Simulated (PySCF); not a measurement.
InCl2I, SMILES [Cl][In]([I])[Cl].

Coordinates come from a B3LYP-D3(BJ)/def2-SVP optimisation. The def2 effective core potentials stand for the cores of I, In; spin–orbit coupling is left out.

These are IEF-PCM-M06-2X/def2-SVP (PySCF) values and carry that method's errors.

The values are the electrostatic part of the solvation free energy, E(continuum) − E(gas) at the gas-phase geometry, in a cavity of scaled van der Waals radii (PySCF's table); cavitation and dispersion terms are not included. A continuum can't describe solvent molecules that bind to the metal. In vacuum the orbital gap is 7.08 eV. The dipole moment in vacuum is 1.04 D.

| solvent | ε | ΔG(elec) (kcal/mol) | dipole (D) | gap (eV) |
|---|---|---|---|---|
| water | 78.36 | -8.2 | 1.17 | 7.22 |
| chlorobenzene | 5.70 | ? | ? | ? |
| toluene | 2.37 | -3.7 | 1.14 | 7.14 |

Q: What belongs in the gaps? (Estimate from the structure and the level; the computed values follow.)

A: 
- chlorobenzene, ΔG(elec) (kcal/mol): -6.1
- chlorobenzene, dipole (D): 1.17
- chlorobenzene, gap (eV): 7.18
